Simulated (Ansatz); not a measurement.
Species: sum formula CuOH (charge 0, singlet). 
Structure (B3LYP-D3(BJ)/def2-TZVP (Ansatz, an electronic-structure program) minimum search):
```xyz
3

Cu    -0.3260    -0.1440    -0.2477
O      1.0565     0.3583     0.7818
H      1.0023     1.3102     0.9302
```

Basis-set convergence of Hartree-Fock and MP2 correlation energies (hartree) with Ansatz. Correlated levels leave the core frozen unless marked. No spin-orbit coupling. Frozen are the shells of the preceding noble gas and the d and f shells that filled before the atom's block. Non-relativistic.

The T1 diagnostic of CCSD in the largest basis is 0.039, which is high, so the coupled-cluster rows are less sure than usual.

```
basis        functions        E(HF)  E(corr, MP2)
-----------  ---------  -----------  ------------
def2-SVPD           65  -1714.07553      -0.52708
def2-TZVPPD        124  -1714.39271      -0.76649
def2-QZVPPD        199  -1714.43672      -0.81439
```

Extrapolating the two largest sets (X = 3 and 4) as X^-3: E(corr) = (64·(-0.81439) - 27·(-0.76649))/37 = -0.8493 Eh, an estimate of the basis-set limit. The largest set recovers 95.9 % of it, the smallest 62.1 %.
